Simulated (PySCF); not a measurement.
F3OTa, SMILES [O]=[Ta]([F])([F])[F] (connectivity only; charge and spin as stated), charge -1, multiplicity 2.

Coordinates come from a B3LYP-D3(BJ)/def2-SVPD optimisation. The multiplicity is an assumed one; other spin states were not compared. The isomer is the one that the SMILES or the coordinates give; other isomers of the formula were not compared. The def2 effective core potentials stand for the cores of Ta; spin–orbit coupling is left out.

Calculation: PBE0/def2-SVPD in PySCF.

Computed frontier levels, dipole moment and polarisability:
The α spin, highest occupied and lowest empty level is -0.39 and 3.52 eV and the β spin, highest occupied and lowest empty level is -4.18 and 2.95 eV. The dipole moment about the centre of nuclear charge comes out as 1.18 D. The mean static polarisability is 60.0 bohr³ (8.89 Å³) and the polarisability, principal values comes out as 52.0, 61.0, 67.1 bohr³. The ⟨S²⟩ comes out as 0.753 (pure state 0.75).
